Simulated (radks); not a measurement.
Species: neutral cadmium. Configuration: [Kr] 4d10 5s2 (the NIST ground configuration). Calculated with a radial shooting solver on a logarithmic mesh with Libxc functionals: Dirac Kohn-Sham, PBE, spin-unpolarised, spherical densities, point nucleus. Some entries of the table are withheld. Estimate them.

orbital,occ.,eigenvalue (hartree),<r^2> (bohr^2)
1s1/2,2,-974.2088,0.001250
2s1/2,2,-144.5928,0.02037
2p1/2,2,-134.6037,(1)
2p3/2,4,-127.5308,(2)
3s1/2,2,-26.95063,0.1468
3p1/2,2,-22.94851,(3)
3p3/2,4,-21.68536,(4)
3d3/2,4,-14.60563,0.1318
3d5/2,6,-14.34896,0.1344
4s1/2,2,-3.88993,0.8760
4p1/2,2,-2.60745,1.011
4p3/2,4,-2.39346,1.080
4d3/2,4,(5),(6)
4d5/2,6,(7),(8)
5s1/2,2,-0.20800,9.761

Answer. 
(1) 2p1/2 <r^2> (bohr^2): 0.01520
(2) 2p3/2 <r^2> (bohr^2): 0.01652
(3) 3p1/2 <r^2> (bohr^2): 0.1420
(4) 3p3/2 <r^2> (bohr^2): 0.1508
(5) 4d3/2 eigenvalue (hartree): -0.44659
(6) 4d3/2 <r^2> (bohr^2): 1.993
(7) 4d5/2 eigenvalue (hartree): -0.42100
(8) 4d5/2 <r^2> (bohr^2): 2.063
